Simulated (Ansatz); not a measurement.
Ideal-gas functions of `F[SiH]1[CH2][AlH]1` at 400 K and 1 bar, from an Ansatz frequency run at PBE0-D4/def2-TZVP.

Molar mass 90.11 g/mol, point group C1 (symmetry number 1), electronic degeneracy 1, moments of inertia 46.07, 186.305, 206.098 u Å². Harmonic wavenumbers (cm⁻¹, unscaled): 165, 211, 325, 391, 423, 446, 553, 623, 748, 791, 834, 859, 911, 1349, 1929, 2211, 2947, 3149.

Use S(trans) = R[1.5 ln M + 2.5 ln T − 1.1517]; rotational temperatures θ = 24.2544 K / I; S(rot) = R[ln(√π/σ · √(T³/θAθBθC)) + 1.5]; for each mode x = 1.438777 ν̃/T, S = R[x/(eˣ − 1) − ln(1 − e⁻ˣ)] and H = RT x/(eˣ − 1); 1 cm⁻¹ = 0.0119627 kJ/mol; R = 8.31446 J/(mol·K).

**Question.** By hand: the entropy, in J/(mol·K).

**Answer.** Translation 171.1. Rotation: θ = 0.5265, 0.1302, 0.1177 K, giving 112.0. Vibration, mode by mode: 12.77, 10.80, 7.47, 6.13, 5.58, 5.22, 3.84, 3.15, 2.21, 1.96, 1.73, 1.61, 1.39, 0.38, 0.06, 0.03, 0.00, 0.00, in all 64.4. Electronic 0.0. Sum 347.5 J/(mol·K).

**Question.** By hand: H − E and G − E in kJ/mol, counted from the electronic energy.

**Answer.** Zero-point energy ½ × 18865 × 0.0119627 = 112.8; thermal vibration 15.5; translation, rotation and pV give 4 RT = 13.3. H − E = 141.6 kJ/mol, and G − E = 141.6 − 400 × 347.5/1000 = 2.6 kJ/mol.

Vibration gives 19 % of the entropy. The sum counts one conformer and one mirror image; others add a mixing term.
